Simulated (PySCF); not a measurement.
## Dipole response of Ru²⁺ (ruthenium, charge +2)

[Kr] 4d6, high-spin 5D determinant. Calculation: PySCF 2.14, in aug-cc-pVTZ-PP with ECP28MDF; a scalar-relativistic core potential. Coupled (time-dependent) response in atomic units; α is the mean over directions.

```csv
method,mean α (bohr³),"α xx, yy, zz",C₆ (like pair),S(−4)
UHF,7.474,"7.759, 7.759, 6.904",39.48,15.25
PBE,8.616,"8.939, 8.939, 7.968",46.34,23.60
PBE0,8.198,"8.514, 8.514, 7.568",43.86,20.16
B97-3,8.192,"8.525, 8.525, 7.525",43.74,20.14
```

S(−4) is the Cauchy moment in α(ω) = α(0) + S(−4) ω² + …

Spin-orbit coupling is absent.

α(iu) at PBE:

| u (hartree) | α(iu) (bohr³) |
| --- | --- |
| 0 | 8.616 |
| 0.0500 | 8.557 |
| 0.100 | 8.391 |
| 0.200 | 7.827 |
| 0.300 | 7.128 |
| 0.500 | 5.810 |
| 0.750 | 4.553 |
| 1.00 | 3.646 |
| 1.50 | 2.466 |
| 2.00 | 1.759 |
| 3.00 | 1.001 |
| 5.00 | 0.4327 |

For an ion, C₆ is the dispersion term alone; charge-induced terms of lower order in 1/R come first.

The components differ because the open shell of this determinant is not spherical; for a pure term their mean is the scalar polarisability.

Energies and moments cover only the electrons outside the core potential.
